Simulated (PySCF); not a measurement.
**Krypton: a sound run and one with changed settings**

Sound run: Kr [Kr], Kr⁺ [Ar] 3d10 4s2 4p5. Computed with PySCF 2.14 in jorge-DZP-DKH (8s6p2d1f, 43 functions), with the spin-free X2C one-electron Hamiltonian (Gaussian nucleus). The sound run starts from symmetry-adapted Hartree-Fock orbitals and uses a fine grid where one is needed.

Changed run: 26 angular points. This setting is unsound on purpose.

```tsv
species	method	sound run (hartree)	changed run (hartree)	converged
Kr	UHF	-2788.01286	-2788.01286	yes
Kr	r2SCAN	-2789.84256	-2789.84256	yes
Kr	PBE0	-2789.56310	-2789.56310	yes
Kr⁺	UHF	-2787.52729	-2787.52729	yes
Kr⁺	r2SCAN	-2789.31889	-2789.31943	yes
Kr⁺	PBE0	-2789.04348	-2789.04348	yes
```

Ionisation energy of Kr:

```
method  sound run (eV)  changed run (eV)
   UHF          13.213            13.213
r2SCAN          14.250            14.235
  PBE0          14.140            14.140
```

A coarse angular grid integrates products of high-l functions wrongly, so density functionals can shift, and the SCF can exploit the error; Hartree-Fock and MP2 need no grid.

For comparison, NIST gives 14.000 eV between the lowest levels.
